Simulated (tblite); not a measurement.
Species: CH₁₀O₂PSi₃ (doublet state).
Numbering: `[O:1][CH2:2][O:3][SiH2:4][P:5]([SiH3:6])[SiH3:7]` (hydrogens: H8, H9 on C2; H10, H11 on Si4; H12, H13, H14 on Si6; H15, H16, H17 on Si7)

The geometry is computed with GFN2-xTB (gas phase). This method treats the open shell by occupation alone, without spin polarisation.

Q: What internal coordinates does the optimisation give?

A: 
| bond | length (bohr) |
| --- | --- |
| O1–C2 | 2.561 |
| C2–O3 | 2.658 |
| O3–Si4 | 3.064 |
| Si4–P5 | 4.248 |
| P5–Si6 | 4.542 |
| P5–Si7 | 4.222 |
| C2–H8, C2–H9 | 2.084 |
| Si4–H10, Si4–H11 | 2.759 |
| Si6–H12 and 4 like bonds | 2.762 |
| Si7–H17 | 2.778 |

Bonds in one row agree within 0.02 bohr and their mean is given. A selection of angles:
| angle | degrees |
| --- | --- |
| O1–C2–O3 | 113.2 |
| O1–C2–H8 | 112.0 |
| O1–C2–H9 | 108.4 |
| O3–C2–H8 | 107.7 |
| H8–C2–H9 | 108.7 |
| C2–O3–Si4 | 117.4 |
| O3–Si4–P5 | 98.0 |
| O3–Si4–H10 | 105.5 |
| O3–Si4–H11 | 111.0 |
| P5–Si4–H10 | 116.6 |
| P5–Si4–H11 | 109.2 |
| H10–Si4–H11 | 115.0 |
| Si4–P5–Si6 | 104.9 |
| Si4–P5–Si7 | 107.1 |
| Si6–P5–Si7 | 103.7 |
| P5–Si6–H12 | 104.0 |
| P5–Si6–H13 | 106.5 |
| P5–Si6–H14 | 116.4 |
| H12–Si6–H13 | 110.9 |
| H12–Si6–H14 | 109.7 |
| P5–Si7–H15 | 110.5 |

Dihedral angles: O1–C2–O3–Si4 -30°; C2–O3–Si4–P5 12° (synperiplanar); O3–Si4–P5–Si6 -163° (antiperiplanar). The mirror-image conformer, all signs reversed, is as good.

P5 and O1 aren't drawn bonded (4 bonds apart) but lie 1.87 Å from each other; Cordero's covalent radii sum to 1.73 Å. The C–O distances run from 1.355 Å (O1–C2, drawn single) to 1.406 Å (C2–O3, drawn single), a spread of 0.051 Å. The P–Si distances run from 2.234 Å (P5–Si7, drawn single) to 2.404 Å (P5–Si6, drawn single), a spread of 0.170 Å. P5 (phosphorus bonded to 3 Si) is pyramidal (angles 107.1°, 104.9° and 103.7°, sum 315.7°, 0.91 Å off the plane of its three neighbours). Of the pairs four or more bonds apart, those above aside, O1···Si7 is among the closest relative to their van der Waals radii: 2.78 Å, 77 % of the sum of Bondi's values. Si4 (silicon bonded to O, P and 2 H) is distorted tetrahedral (angles from 98.0° to 116.6°). Si6 (silicon bonded to P and 3 H) is distorted tetrahedral (angles from 104.0° to 116.4°).

Point group: C1 (no symmetry element, even within 0.4 Å). Its GFN2-xTB frequencies are all real (lowest 56 cm⁻¹).
